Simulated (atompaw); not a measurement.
**Reading a pseudo-wave (Co (Z = 27))**

Columns: radius, all-electron u(r) and pseudo u(r) of the 3d shell (level -6.04 eV) of cobalt in the configuration [Ne] 3s2 3p6 3d7.5 4s1.5 4p0; PBE, scalar-relativistic, PAW (atompaw) scheme, atompaw 4.2.0.5.

| r (bohr) | all-electron | pseudo |
| --- | --- | --- |
| 0.054 | 0.0180 | 0.0025 |
| 0.108 | 0.0939 | 0.0192 |
| 0.162 | 0.2146 | 0.0613 |
| 0.215 | 0.3508 | 0.1329 |
| 0.269 | 0.4876 | 0.2355 |
| 0.323 | 0.6101 | 0.3609 |
| 0.377 | 0.7125 | 0.4969 |
| 0.431 | 0.7935 | 0.6296 |
| 0.485 | 0.8538 | 0.7457 |
| 0.538 | 0.8946 | 0.8341 |
| 0.592 | 0.9196 | 0.8942 |
| 0.646 | 0.9308 | 0.9249 |
| 0.700 | 0.9310 | 0.9322 |
| 0.754 | 0.9225 | 0.9240 |
| 0.808 | 0.9074 | 0.9076 |
| 0.862 | 0.8874 | 0.8874 |
| 0.915 | 0.8646 | 0.8646 |
| 0.969 | 0.8389 | 0.8389 |
| 1.023 | 0.8118 | 0.8118 |
| 1.077 | 0.7838 | 0.7838 |
| 1.131 | 0.7554 | 0.7554 |
| 1.185 | 0.7271 | 0.7271 |
| 1.238 | 0.6997 | 0.6997 |
| 1.292 | 0.6722 | 0.6722 |
| 1.346 | 0.6455 | 0.6455 |
| 1.400 | 0.6195 | 0.6195 |

**Question.** How many radial nodes do the two functions have?

**Answer.** The all-electron 3d function has n − l − 1 = 0; the pseudo-wave has 0.

**Question.** At about which radius was the pseudo-wave matched?

**Answer.** 0.85 bohr, where the columns begin to agree (steps of 0.05 bohr).

**Question.** Is the pseudo-wave norm-conserving?

**Answer.** No, it belongs to a PAW set: the norm inside the radius is not constrained, and the difference is carried by the augmentation charge.
